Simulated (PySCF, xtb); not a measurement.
oxepine (C6H6O), SMILES C1=CC=CC=CO1.

GFN2-xTB (xtb) at its own geometry gives an orbital gap of 2.67 eV and a dipole moment of 1.69 D.

Geometry: PBE-D3(BJ)/def2-SVP.

Task: What does PBE/def2-TZVP (PySCF) give? (Estimate from the structure and the level; the computed values follow.)

Result: gap 2.87 eV (levels -5.14 and -2.27 eV), dipole 1.21 D.
